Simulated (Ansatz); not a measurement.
Method: frozen-core CCSD(T)/def2-TZVPP // B3LYP-D3(BJ)/def2-TZVP (Ansatz, a first-principles code). The geometry is that of the parent before the electron was removed.

Ansatz 0.2 input:
```yaml
crystal:
  periodic: [false, false, false]
  atoms:
    - { symbol: O, position_ang: [-0.800207, 1.491595, -0.267797] }
    - { symbol: Al, position_ang: [0.000003, -0.000023, -0.24931] }
    - { symbol: O, position_ang: [-0.874652, -1.426608, 0.006546] }
    - { symbol: O, position_ang: [1.674831, -0.065047, -0.486644] }
    - { symbol: H, position_ang: [-0.347248, 2.323973, -0.408594] }
    - { symbol: H, position_ang: [-1.822507, -1.438551, 0.145415] }
    - { symbol: H, position_ang: [2.169773, -0.885339, -0.484296] }
basis:
  gaussian: { orbitals: def2-TZVPP }
correlation:
  method: ccsd_t
total_charge: 1
magnetization:
  spin_polarized: true
  initial_magnetization: 1
```

Output:

```
Functional definition: HF
1099 factors; integrals over basis functions are off by at most 7.3e-4 eV
mean field evaluation 1: about -12730.2326 eV, gradient 5.0e1 eV
mean field evaluation 2: about -12730.2343 eV, gradient 5.0e1 eV
mean field evaluation 4: about -12738.7454 eV, gradient 6.3e0 eV
mean field evaluation 8: about -12739.4527 eV, gradient 6.9e-1 eV
mean field evaluation 16: about -12735.2885 eV, gradient 3.2e1 eV
mean field evaluation 32: about -12739.4623 eV, gradient 5.8e-4 eV
mean field evaluation 64: about -12739.4622 eV, gradient 6.5e-6 eV
mean field evaluation 96: about -12738.6432 eV, gradient 3.0e0 eV
mean field evaluation 128: about -12738.8940 eV, gradient 5.2e-4 eV
mean field evaluation 160: about -12737.8135 eV, gradient 6.4e-2 eV
mean field evaluation 192: about -12738.8458 eV, gradient 1.4e0 eV
mean field evaluation 224: about -12737.0499 eV, gradient 2.1e-1 eV
mean field evaluation 256: about -12736.9284 eV, gradient 7.5e-3 eV
mean field evaluation 288: about -12737.8101 eV, gradient 5.5e-2 eV
mean field -12739.46225104 eV, -468.1666026081 hartree, gradient 6.9e-6 eV, S^2 0.756096; 18 other end points of the search recorded, 0 dependent functions left out
determinant -12739.46225104 eV, -468.1666026081 hartree, with singles and doubles -12760.06040342 eV, -468.9235707461 hartree
determinant -12739.46219054 eV, -468.1666003849 hartree, with singles and doubles -12760.05955690 eV, -468.9235396370 hartree
determinant -12739.46216786 eV, -468.1665995514 hartree, with singles and doubles -12760.05945467 eV, -468.9235358802 hartree
determinant -12738.89398199 eV, -468.1457191056 hartree, with singles and doubles -12759.47713454 eV, -468.9021360102 hartree
determinant -12738.89395440 eV, -468.1457180918 hartree, with singles and doubles -12759.47713204 eV, -468.9021359184 hartree
determinant -12738.62002150 eV, -468.1356512433 hartree, with singles and doubles -12760.03787918 eV, -468.9227429956 hartree
determinant -12738.61998924 eV, -468.1356500578 hartree, with singles and doubles -12759.97712133 eV, -468.9205101859 hartree
determinant -12738.61996603 eV, -468.1356492047 hartree, with singles and doubles -12759.97709826 eV, -468.9205093380 hartree
determinant -12737.81356070 eV, -468.1060143556 hartree, with singles and doubles -12759.54540668 eV, -468.9046449651 hartree
determinant -12737.04917186 eV, -468.0779235840 hartree, with singles and doubles -12758.99163083 eV, -468.8842940779 hartree
determinant -12736.92832856 eV, -468.0734826743 hartree, with singles and doubles -12758.95601565 eV, -468.8829852441 hartree
determinant -12739.46225104 eV, -468.1666026081 hartree, with singles and doubles -12759.99305513 eV, -468.9210957421 hartree
determinant -12739.46219054 eV, -468.1666003849 hartree, with singles and doubles -12759.99300229 eV, -468.9210938004 hartree
determinant -12739.46216786 eV, -468.1665995514 hartree, with singles and doubles -12759.99297649 eV, -468.9210928522 hartree
determinant -12738.89398199 eV, -468.1457191056 hartree, with singles and doubles -12759.40779120 eV, -468.8995876893 hartree
determinant -12738.89395440 eV, -468.1457180918 hartree, with singles and doubles -12759.40776384 eV, -468.8995866840 hartree
determinant -12738.62002150 eV, -468.1356512433 hartree, with singles and doubles -12759.97714831 eV, -468.9205111771 hartree
determinant -12739.46225104 eV, -468.1666026081 hartree, with singles and doubles -12760.04026495 eV, -468.9228306710 hartree
determinant -12739.46219054 eV, -468.1666003849 hartree, with singles and doubles -12760.04021881 eV, -468.9228289753 hartree
determinant -12739.46216786 eV, -468.1665995514 hartree, with singles and doubles -12760.04019246 eV, -468.9228280071 hartree
determinant -12738.62002150 eV, -468.1356512433 hartree, with singles and doubles -12759.97867124 eV, -468.9205671438 hartree
determinant -12738.61998924 eV, -468.1356500578 hartree, with singles and doubles -12759.97864425 eV, -468.9205661520 hartree
determinant -12738.61996603 eV, -468.1356492047 hartree, with singles and doubles -12759.97862025 eV, -468.9205652701 hartree
determinant -12737.81356070 eV, -468.1060143556 hartree, with singles and doubles -12759.73247801 eV, -468.9115197095 hartree
8 core orbitals not correlated
reference -12739.46225104 eV, -468.1666026081 hartree; 12, 11 occupied and 157, 158 virtual orbitals, 1099 factors
second order -20.03195807 eV of doubles, -0.00000000 eV of singles
cycle   1  -20.57801890 eV  change   -5.0e-6 eV  update   3.1e-6
perturbative correction -0.70466472 eV, -0.0258959510 hartree
Total energy: -12760.74493467 eV, -468.9487268054 hartree
```

Cost: around 40 core-minutes (rough).
